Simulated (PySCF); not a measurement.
# Computed records: BGeH6NSi, C2H8GeSi, BGeH8NSi, CH8GeOSi

All values are calculated (PySCF 2.14.0). Calculation on a computer-drawn molecule: the log of a Hartree-Fock and frozen-core CCSD(T) single point meant for a local Hartree-Fock minimum, with one planted fault or none, to be diagnosed. Offsets are logged minus clean, where the clean run is the same molecule without the fault. The reference is restricted for singlets and unrestricted otherwise, and also for a bond in bohr or an excited solution. Adding or removing an electron swaps singlet and doublet. The excited solution moves the top pair (singlet) or top alpha electron (doublet) to the lowest empty orbital. Highest occupied and lowest empty are orbital energies over both spins, largest force is the largest gradient component, triples share is (T) over the correlation energy, the T1 limit is 0.02 restricted and 0.045 unrestricted, electrons count all cores, a negative frequency is imaginary (commonest isotopes), and the dipole is about the centre of nuclear charge; on germanium a core potential holds 10 electrons, which the energies leave out, and 3d is frozen in MP2 and coupled-cluster steps.

Common to all runs: meant charge 0; meant multiplicity 1; meant basis cc-pV(D+d)Z; meant basis and core potential on germanium cc-pVDZ-PP ECP10MDF; logged SCF converged yes; possible faults no fault, one electron removed, one electron added, multiplicity raised by two, geometry at a saddle point, SCF held on an excited solution, minimal basis STO-3G, one bond length entered in bohr, all coordinates scaled.

```yaml
- entry: 1
  formula: BGeH6NSi
  logged_structure:
    atoms_angstrom:
      - [Si, -1.3637, 2.0703, 1.3501]
      - [B, -1.4229, 0.2744, 0.3548]
      - ["N", -0.2746, -0.4416, 0.1278]
      - [Ge, 1.1366, -1.2668, -0.1306]
      - [H, -1.8965, 3.1745, 0.5041]
      - [H, 0.0187, 2.4449, 1.7564]
      - [H, -2.1982, 2.0319, 2.5834]
      - [H, -2.4862, -0.1535, -0.0334]
      - [H, 1.6579, -2.2854, 0.8635]
      - [H, 1.9716, -1.0485, -1.3768]
  given:
    logged_electrons: 64
    logged_basis_functions: 104
    logged_spin_squared: 0.0
    "logged_highest_occupied [eV]": -8.7415
    "logged_lowest_empty [eV]": 1.1277
    "logged_largest_force [hartree/bohr]": 4.5848e-05
    "logged_lowest_frequency [cm^-1]": 50.821
    logged_T1_diagnostic: 0.020439
    logged_D1_diagnostic: 0.06735
    logged_triples_share: 0.036002
    logged_CC_converged: "yes"
    "logged_dipole_magnitude [debye]": 4.6516
    logged_SCF_stable_within_its_kind: "yes"
    "logged_energy_HF [hartree]": -664.89337
    "logged_energy_CCSD(T) [hartree]": -665.41825
    drawn_bonds_atom: [1, 2, 3, 1, 1, 1, 2, 4, 4]
    drawn_bonds_other_atom: [2, 3, 4, 5, 6, 7, 8, 9, 10]
    drawn_bonds_order: [1, 1, 2, 1, 1, 1, 1, 1, 1]
  results:
    planted_fault: "no fault"
    "HF_energy_offset_from_clean_run [kcal/mol]": 0.0
    "CCSD(T)_energy_offset_from_clean_run [kcal/mol]": 0.0
  notes: ["T1 above single-reference limit"]
- entry: 2
  formula: C2H8GeSi
  logged_structure:
    atoms_angstrom:
      - [Si, -0.7268, 1.8538, -1.0443]
      - [C, -0.0573, 0.8136, 0.3936]
      - [C, 1.3864, 1.1146, 0.7031]
      - [Ge, 2.0493, 1.9159, 2.1337]
      - [H, -0.7774, 3.2847, -0.6626]
      - [H, 0.1468, 1.7041, -2.2333]
      - [H, -2.0964, 1.4059, -1.4052]
      - [H, -0.6996, 0.9875, 1.2621]
      - [H, -0.1774, -0.2434, 0.1269]
      - [H, 2.1052, 0.8217, -0.0566]
      - [H, 3.5344, 2.1867, 2.2764]
      - [H, 1.1836, 2.3896, 3.2883]
  given:
    logged_electrons: 66
    logged_basis_functions: 114
    logged_spin_squared: 0.0
    "logged_highest_occupied [eV]": -3.3642
    "logged_lowest_empty [eV]": -2.1396
    "logged_largest_force [hartree/bohr]": 0.17491
    "logged_dipole_magnitude [debye]": 4.1424
    logged_SCF_stable_within_its_kind: "no"
    "logged_energy_HF [hartree]": -662.31545
    drawn_bonds_atom: [1, 2, 3, 1, 1, 1, 2, 2, 3, 4, 4]
    drawn_bonds_other_atom: [2, 3, 4, 5, 6, 7, 8, 9, 10, 11, 12]
    drawn_bonds_order: [1, 1, 2, 1, 1, 1, 1, 1, 1, 1, 1]
  results:
    planted_fault: "SCF held on an excited solution"
    "HF_energy_offset_from_clean_run [kcal/mol]": 200.6
  notes: ["coupled-cluster numbers left out as unreliable"]
- entry: 3
  formula: BGeH8NSi
  logged_structure:
    atoms_angstrom:
      - [Si, 1.6963, 1.2052, -0.1355]
      - ["N", 1.233, -0.2648, -0.9751]
      - [B, 0.2191, -0.5, -1.9177]
      - [Ge, -1.1202, 0.9469, -2.6356]
      - [H, 0.5864, 1.7219, 0.6905]
      - [H, 2.8354, 0.8429, 0.7356]
      - [H, 2.1146, 2.255, -1.0863]
      - [H, 1.787, -1.0693, -0.7399]
      - [H, 0.1002, -1.6159, -2.3547]
      - [H, -0.9947, 1.0715, -4.1629]
      - [H, -2.5671, 0.5228, -2.3346]
      - [H, -0.9259, 2.3545, -2.046]
  given:
    logged_electrons: 66
    logged_basis_functions: 114
    logged_spin_squared: 0.0
    "logged_highest_occupied [eV]": -10.506
    "logged_lowest_empty [eV]": 2.7393
    "logged_largest_force [hartree/bohr]": 4.3577e-06
    "logged_lowest_frequency [cm^-1]": 42.629
    logged_T1_diagnostic: 0.013788
    logged_D1_diagnostic: 0.049634
    logged_triples_share: 0.026838
    logged_CC_converged: "yes"
    "logged_dipole_magnitude [debye]": 2.1873
    logged_SCF_stable_within_its_kind: "yes"
    "logged_energy_HF [hartree]": -666.14935
    "logged_energy_CCSD(T) [hartree]": -666.68716
    drawn_bonds_atom: [1, 2, 3, 1, 1, 1, 2, 3, 4, 4, 4]
    drawn_bonds_other_atom: [2, 3, 4, 5, 6, 7, 8, 9, 10, 11, 12]
    drawn_bonds_order: [1, 1, 1, 1, 1, 1, 1, 1, 1, 1, 1]
  results:
    planted_fault: "no fault"
    "HF_energy_offset_from_clean_run [kcal/mol]": 0.0
    "CCSD(T)_energy_offset_from_clean_run [kcal/mol]": 0.0
- entry: 4
  formula: CH8GeOSi
  logged_structure:
    atoms_angstrom:
      - [Si, 0.1746, 0.6491, -1.6034]
      - [O, -0.7802, 0.3115, -0.3012]
      - [C, -1.8794, -0.5759, -0.293]
      - [Ge, -2.6376, -0.5797, 1.5284]
      - [H, -0.6322, 1.2231, -2.7058]
      - [H, 0.8305, -0.5827, -2.1013]
      - [H, 1.1875, 1.6202, -1.1535]
      - [H, -2.6406, -0.2597, -1.0133]
      - [H, -1.565, -1.5876, -0.5687]
      - [H, -1.5748, -1.0486, 2.5249]
      - [H, -3.0982, 0.8332, 1.8942]
      - [H, -3.8395, -1.5344, 1.5829]
  given:
    logged_electrons: 68
    logged_basis_functions: 114
    logged_spin_squared: 0.0
    "logged_highest_occupied [eV]": -2.12
    "logged_lowest_empty [eV]": -5.3743
    "logged_largest_force [hartree/bohr]": 0.23575
    logged_CC_converged: "no"
    "logged_dipole_magnitude [debye]": 1.4086
    logged_SCF_stable_within_its_kind: "no"
    "logged_energy_HF [hartree]": -699.02211
    drawn_bonds_atom: [1, 2, 3, 1, 1, 1, 3, 3, 4, 4, 4]
    drawn_bonds_other_atom: [2, 3, 4, 5, 6, 7, 8, 9, 10, 11, 12]
    drawn_bonds_order: [1, 1, 1, 1, 1, 1, 1, 1, 1, 1, 1]
  results:
    planted_fault: "SCF held on an excited solution"
    "HF_energy_offset_from_clean_run [kcal/mol]": 432.9
  notes: ["CCSD not converged"]
- entry: 5
  formula: CH8GeOSi
  logged_structure:
    atoms_angstrom:
      - [Si, 0.1746, 0.6491, -1.6034]
      - [O, -0.7802, 0.3115, -0.3012]
      - [C, -1.8794, -0.5759, -0.293]
      - [Ge, -2.6376, -0.5797, 1.5284]
      - [H, -0.6322, 1.2231, -2.7058]
      - [H, 0.8305, -0.5827, -2.1013]
      - [H, 1.1875, 1.6202, -1.1535]
      - [H, -2.6406, -0.2597, -1.0133]
      - [H, -1.565, -1.5876, -0.5687]
      - [H, -1.5748, -1.0486, 2.5249]
      - [H, -3.0982, 0.8332, 1.8942]
      - [H, -3.8395, -1.5344, 1.5829]
  given:
    logged_electrons: 69
    logged_basis_functions: 114
    logged_spin_squared: 0.7568
    "logged_highest_occupied [eV]": 2.9425
    "logged_lowest_empty [eV]": 7.5618
    "logged_largest_force [hartree/bohr]": 0.060306
    logged_T1_diagnostic: 0.029964
    logged_D1_diagnostic: 0.20166
    logged_triples_share: 0.027681
    logged_CC_converged: "yes"
    "logged_dipole_magnitude [debye]": 10.41
    logged_SCF_stable_within_its_kind: "yes"
    "logged_energy_HF [hartree]": -699.58539
    "logged_energy_CCSD(T) [hartree]": -700.21819
    drawn_bonds_atom: [1, 2, 3, 1, 1, 1, 3, 3, 4, 4, 4]
    drawn_bonds_other_atom: [2, 3, 4, 5, 6, 7, 8, 9, 10, 11, 12]
    drawn_bonds_order: [1, 1, 1, 1, 1, 1, 1, 1, 1, 1, 1]
  results:
    planted_fault: "one electron added"
    "HF_energy_offset_from_clean_run [kcal/mol]": 79.4
    "CCSD(T)_energy_offset_from_clean_run [kcal/mol]": 62.6
  notes: ["highest electron not bound in this basis"]
```
